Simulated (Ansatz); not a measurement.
`C[Si@@H](O)[Si@H](O)Cl` and `O[SiH2][SiH](O)Cl` differ in one atom or group.

Ansatz, PBE0-D4/def2-TZVP geometries, multiplicity 1. Each molecule was computed in one conformer, which needn't be the lowest.

```
                                          property  `C[Si@@H](O)[Si@H](O)Cl`
                 HOMO energy (PBE/def2-TZVPP) / eV                     -6.42
size of the dipole moment (ωB97M-V/def2-TZVPP) / D                      3.03
             LUMO energy (ωB97M-V/def2-TZVPP) / eV                      1.31
                LUMO energy (PBE0/def2-TZVPP) / eV                     -0.35
                HOMO energy (PBE0/def2-TZVPP) / eV                     -7.64
              HOMO–LUMO gap (PBE0/def2-TZVPP) / eV                      7.30
```

Task: What does the change do to each property? (Best estimate.)

Result: Ansatz gave: 
```tsv
property	`O[SiH2][SiH](O)Cl`	shift
HOMO energy (PBE/def2-TZVPP) / eV	-6.65	-0.23
size of the dipole moment (ωB97M-V/def2-TZVPP) / D	2.30	-0.73
LUMO energy (ωB97M-V/def2-TZVPP) / eV	0.87	-0.44
LUMO energy (PBE0/def2-TZVPP) / eV	-0.86	-0.51
HOMO energy (PBE0/def2-TZVPP) / eV	-7.90	-0.26
HOMO–LUMO gap (PBE0/def2-TZVPP) / eV	7.04	-0.26
```

With PBE0 the HOMO falls by 0.26 eV and the LUMO falls by 0.51 eV, so the gap narrows by about 0.25 eV. PBE moves the HOMO by -0.23 eV and ωB97M-V by -0.27 eV. Dipoles are sizes alone; their direction can turn.
